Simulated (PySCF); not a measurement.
GeOCl, SMILES [O]=[Ge][Cl], multiplicity 2. Geometry: B3LYP-D3(BJ)/def2-TZVP.

**Question.** Give the equilibrium geometry at B3LYP-D3(BJ)/def2-TZVP (PySCF confirms it by a frequency run) as bond lengths and angles, and its point group. (Estimate from the structure and the level; the computed values follow.)

**Answer.** point group Cs.
Atoms: Ge1 O2 Cl3. Bonded distances (Å): Ge1–O2 1.677, Ge1–Cl3 2.195. Bond angles (°): O2–Ge1–Cl3 117.6.
Charge 0, spin multiplicity 2.
